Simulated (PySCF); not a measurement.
VS₂: PBE0 against wB97X

Base calculation in PySCF with density fitting and no spin–orbit coupling, PBE0/def2-SVP (no relativity): doublet, C2v, V–S 2.019 Å (×2); S–V–S 112.6°; wavenumbers 175, 554, 616 cm⁻¹; dipole moment 5.13 D, polar-tensor charge of V 1.07 e, atomisation energy (no zero-point energy) 813 kJ/mol.

What changes on going to wB97X/def2-SVP (no relativity)?

The point group stays the same. Changes: mean bond to V -0.014 Å, smallest bond angle +1.8 degrees, highest wavenumber +38 cm⁻¹, lowest wavenumber -3 cm⁻¹, dipole moment +0.16 D, polar-tensor charge of V +0.17 e, atomisation energy (no zero-point energy) -52 kJ/mol. The new structure has V–S 2.005 Å (×2); S–V–S 114.4°, with wavenumbers 172, 593, 654 cm⁻¹.

Some spin contamination: VS₂ (⟨S²⟩ 0.87). Open d or f shells are single determinants, so the state found may not be the ground state. Only the bonding shown was studied: isomers, or loss of a ligand pair, can lie lower.
